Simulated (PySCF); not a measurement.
In(H)(Cl)(Et) (C2H6ClIn), SMILES C[CH2][InH][Cl].

Geometry optimised at B3LYP-D3(BJ)/def2-SVP. The structure was generated by enumeration; whether it is a known compound was not checked. The def2 effective core potentials stand for the cores of In; spin–orbit coupling is left out. The values are those of a single conformer.

Method: CAM-B3LYP/def2-TZVP (PySCF).

Symmetry labels are those of the subgroup Cs that the program uses (full group Cs).

Computed valence orbital energies around the gap with their symmetry:
```csv
orbital,symmetry,energy (eV)
HOMO−7,A',-13.92
HOMO−6,A',-12.89
HOMO−5,A',-12.30
HOMO−4,A",-11.60
HOMO−3,A',-10.27
HOMO−2,A',-9.78
HOMO−1,A",-9.75
HOMO,A',-8.86
LUMO,A",-0.85
LUMO+1,A',0.20
LUMO+2,A',0.81
LUMO+3,A',1.98
```
